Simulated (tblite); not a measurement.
Compound: C₇H₉BBrCl.
Atom-mapped SMILES: `[Cl:1][B:2]([Br:3])[C:4]#[C:5][CH2:6][CH2:7][CH:8]1[CH2:9][CH2:10]1` (hydrogens: H11, H12 on C6; H13, H14 on C7; H15 on C8; H16, H17 on C9; H18, H19 on C10)

Computed with GFN2-xTB (tblite), gas phase: L-BFGS steps from a force-field or distance-geometry start until the largest atomic force falls under 0.01 eV/Å.

Geometry at step 4:
```
atom  x, y, z in Å
Cl1     5.0646   -0.2843    1.0841
B2      3.5240    0.4549    0.8645
Br3     3.2535    2.2272    1.4798
C4      2.3736   -0.3108    0.2689
C5      1.4389   -0.9416   -0.1744
C6      0.2973   -1.6793   -0.6920
C7     -1.0422   -1.1325   -0.1881
C8     -1.3287    0.2689   -0.6565
C9     -2.3533    1.0607    0.0912
C10    -0.9156    1.4160    0.2075
H11     0.3837   -2.7409   -0.4163
H12     0.3002   -1.6356   -1.7841
H13    -1.0396   -1.1549    0.9033
H14    -1.8515   -1.7978   -0.5112
H15    -1.2925    0.4423   -1.7201
H16    -2.9830    1.7290   -0.4642
H17    -2.8075    0.5810    0.9357
H18    -0.5970    2.3240   -0.2667
H19    -0.4347    1.1831    1.1373
```

Question: Give the atomic forces at this geometry.

Answer: 
```
atom  Fx (eV/Å)  Fy (eV/Å)  Fz (eV/Å)
 Cl1      0.034     -0.014     -0.049
  B2     -0.276     -0.108      0.011
 Br3     -0.022     -0.039     -0.061
  C4      0.053      0.005      0.025
  C5     -0.300     -0.145     -0.145
  C6      0.207     -0.080     -0.004
  C7     -0.126     -0.145      0.134
  C8      0.036      0.074      0.079
  C9     -0.197     -0.042     -0.035
 C10      0.160      0.087      0.026
 H11      0.106      0.207      0.052
 H12      0.159      0.087     -0.049
 H13      0.001      0.072      0.053
 H14      0.127     -0.022     -0.114
 H15      0.084     -0.190     -0.194
 H16     -0.252      0.035     -0.028
 H17     -0.274     -0.010      0.152
 H18      0.228      0.142      0.005
 H19      0.251      0.084      0.143
```

The largest, 0.36 eV/Å, acts on C5; the rms over all components is 0.130 eV/Å. The forces sum to zero within rounding, as they must for an isolated molecule in no field.

Question: Give the force on C5 in Eh/bohr and in nN.

Answer: 0.363 eV/Å ÷ 51.422 = 0.00707 Eh/bohr, and 0.363 eV/Å × 1.602 = 0.58 nN.

Question: How far is this geometry from the end of the optimisation?

Answer: 0.054 eV above it, and 0.132 Å rms away after alignment. The bonds farthest from their final lengths, with half the difference of the two atoms' forces along the bond (positive lengthens):

```json
{"bond": "C5–C6", "now (Å)": "1.454", "final (Å)": "1.440", "force along bond (eV/Å)": "-0.24"}
{"bond": "C9–C10", "now (Å)": "1.486", "final (Å)": "1.498", "force along bond (eV/Å)": "+0.19"}
{"bond": "B2–C4", "now (Å)": "1.505", "final (Å)": "1.494", "force along bond (eV/Å)": "-0.16"}
{"bond": "C9–H17", "now (Å)": "1.072", "final (Å)": "1.079", "force along bond (eV/Å)": "+0.08"}
{"bond": "C10–H19", "now (Å)": "1.072", "final (Å)": "1.079", "force along bond (eV/Å)": "+0.07"}
{"bond": "C6–H11", "now (Å)": "1.100", "final (Å)": "1.094", "force along bond (eV/Å)": "-0.14"}
```

The angle farthest from its final value is C7–C8–H15, 116.8° against 113.6°.

Of the 3 listed bonds off by 0.010 Å or more, this force points towards the final length in 3.

What follows is the cost of the whole relaxation. On an Arm Neoverse N1 with one thread, no GPU, shared host with 64 logical CPUs at a one-minute load of 61, this took 1.2 s of wall time.
